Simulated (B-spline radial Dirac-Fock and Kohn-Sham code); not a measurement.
# Neutral europium: differential elastic cross section for electrons at 88.9 eV

The computed values come from a radial atomic solver: relativistic (Dirac) partial waves in the static field of the Dirac-Fock atom with Furness-McCarthy exchange, without polarisation or absorption potentials. Below a few hundred eV the neglected polarisation potential matters, most of all at small angles.

Input file task.json (cfg lists n, l and occupation; rrms is the nuclear radius in fm):

```json
{"items": [{
  "Z": 63,
  "q": 0,
  "cfg": [[1, 0, 2], [2, 0, 2], [2, 1, 6], [3, 0, 2], [3, 1, 6], [3, 2, 10], [4, 0, 2], [4, 1, 6], [4, 2, 10], [4, 3, 7], [5, 0, 2], [5, 1, 6], [6, 0, 2]],
  "A": 153,
  "rrms": 5.1115,
  "do": "elastic",
  "energies": [[88.9, 0]],
  "theta": [0, 10, 20, 30, 40, 50, 60, 70, 80, 90, 100, 110, 120, 130, 140, 150, 160, 170, 180]
}]}
```

Launch: `python xray2_run.py task.json out`

| θ (°) | dσ/dΩ (a₀²/sr) | Sherman function |
| --- | --- | --- |
| 0 | 251 | 0.000 |
| 10 | 123 | 0.004 |
| 20 | 24.7 | 0.015 |
| 30 | 3.16 | 0.024 |
| 40 | 0.624 | -0.169 |
| 50 | 0.975 | -0.145 |
| 60 | 0.755 | -0.127 |
| 70 | 0.286 | -0.127 |
| 80 | 0.0645 | -0.045 |
| 90 | 0.0224 | 0.022 |
| 100 | 0.0617 | -0.161 |
| 110 | 0.233 | -0.075 |
| 120 | 0.436 | -0.038 |
| 130 | 0.416 | -0.031 |
| 140 | 0.174 | -0.079 |
| 150 | 0.127 | -0.156 |
| 160 | 0.625 | -0.037 |
| 170 | 1.41 | -0.012 |
| 180 | 1.80 | 0.000 |

Task: What integrated cross sections go with this distribution?

Result: The total elastic cross section is 43.0 a₀², the first transport cross section 5.16 a₀² and the second, weighted with (3/2) sin²θ, 6.98 a₀². The mean deflection is ⟨1 − cos θ⟩ = 0.120, and 4.2 % of the collisions scatter beyond 90°.

On this grid of angles the cross section has minima near 40°, 90°, 150°, from interference among the few low partial waves with large phase shifts.
